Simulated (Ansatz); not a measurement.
ClH7N2SSi2 (`N[SiH2]S[SiH](N)Cl`), charge 0, multiplicity 1.

Problem. Give a relaxed structure at PBE0-D4/def2-TZVP (Ansatz 0.2.0). (Estimate.)

Solution. The calculation gave: 
Z-matrix (Å, degrees):
```
Si
S 1 2.172
N 1 1.706 2 117.3
H 1 1.481 2 108.0 3 123.0
H 1 1.482 2 102.5 3 -119.6
Si 2 2.107 1 98.4 3 -46.5
H 3 1.009 1 117.1 2 69.3
H 3 1.008 1 119.0 2 -67.8
N 6 1.710 2 109.5 1 -36.8
Cl 6 2.063 2 114.2 1 79.9
H 6 1.480 2 106.6 1 -164.9
H 9 1.008 6 119.5 2 166.0
H 9 1.008 6 119.3 2 -50.5
```
This is one stationary point; other conformers may exist.
